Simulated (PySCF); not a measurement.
GaHCl2, SMILES [Cl][GaH][Cl].

Geometry optimised at ωB97X-D3(BJ)/def2-TZVP.

Method: TDA-B3LYP/def2-SVPD in PySCF.

Vertical excitations.  State labels are in the subgroup C2v.

Computed excitation energies, oscillator strengths and character:
```tsv
state	symmetry	energy (eV)	λ (nm)	f	main pairs
S1	A2	5.76	215	0.000	HOMO→LUMO 100 %
S2	B1	5.82	213	0.003	HOMO−1→LUMO 100 %
S3	B2	6.26	198	0.009	HOMO−2→LUMO 66 %, HOMO→LUMO+1 31 %
S4	B2	6.62	187	0.087	HOMO→LUMO+1 65 %, HOMO−2→LUMO 26 %
S5	A2	6.62	187	0.000	HOMO−2→LUMO+1 99 %
S6	A1	6.68	186	0.045	HOMO−1→LUMO+1 81 %, HOMO−3→LUMO 16 %
S7	A1	6.95	178	0.061	HOMO−3→LUMO 77 %, HOMO−1→LUMO+1 12 %
S8	B1	7.18	173	0.035	HOMO−3→LUMO+1 89 %
S9	B1	7.38	168	0.031	HOMO−4→LUMO 89 %
S10	A2	7.44	167	0.000	HOMO−5→LUMO 99 %
T1	B1	5.58	222	0	HOMO−1→LUMO 98 %
T2	A2	5.65	219	0	HOMO→LUMO 99 %
T3	B2	5.75	216	0	HOMO−2→LUMO 98 %
T4	A1	5.96	208	0	HOMO−1→LUMO+1 95 %
```
Triplets are in the Tamm–Dancoff approximation.
